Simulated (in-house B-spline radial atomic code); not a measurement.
# Ionising the osmium ion Os⁸⁺ with different functionals

Computed with a B-spline radial code for spherical atoms: scalar-relativistic (spin-free X2C) Hamiltonian, Fermi nucleus of rms radius 5.4126 fm, spin-polarised at highest spin, spherical fractional occupations for the functionals, and exact exchange of hybrids averaged over the configuration. The ionisation energy is the difference of two self-consistent energies, [Xe] 4f14 → [Kr] 4d10 4f14 5s2 5p5, without Breit or QED terms; ε is the level of the shell that loses the electron (its least bound occupied spin orbital). There is no spin-orbit coupling in this Hamiltonian.

| method | rung | ΔSCF (eV) | -ε(5p) (eV) |
| --- | --- | --- | --- |
| PBE0 | global hybrid | 172.24 | 165.18 |
| B3LYP | global hybrid | 172.28 | 164.65 |
| TPSSh | global hybrid | ? | ? |
| BHandHLYP | global hybrid | 172.22 | 167.73 |
| r2SCAN0 | global hybrid | 173.02 | 166.11 |
| B97-1 | global hybrid | ? | ? |
| HSE06 | range-separated hybrid | 172.11 | 164.63 |
| wB97X | range-separated hybrid | 171.82 | 167.38 |
| CAM-B3LYP | range-separated hybrid | 172.23 | 166.62 |
| LC-wPBE | range-separated hybrid | 171.99 | 167.71 |

Problem. What does B97-1 give?

Solution. ΔSCF 172.20 eV, and -ε(5p) = 164.71 eV.

Problem. What does TPSSh give?

Solution. ΔSCF 172.32 eV, and -ε(5p) = 163.74 eV.

Problem. Among the functionals, which spreads more, the ΔSCF values or the orbital energies?

Solution. The orbital energies: ΔSCF values span about 1.21 eV and the orbital energies 3.99 eV.

Problem. How do they compare with the NIST value?

Solution. NIST lists 168.7 eV ± 0.5 (semi-empirical, ground level to ground level). Errors run from +3.12 to +4.32 eV. The correlated functionals all miss on the same side by more than they spread, so the cause is common to them (spin-orbit coupling, Breit-QED terms, multiplet and fine-structure energies, or a listed next ion that isn't the cheapest removal here) and closeness doesn't rank the functionals.
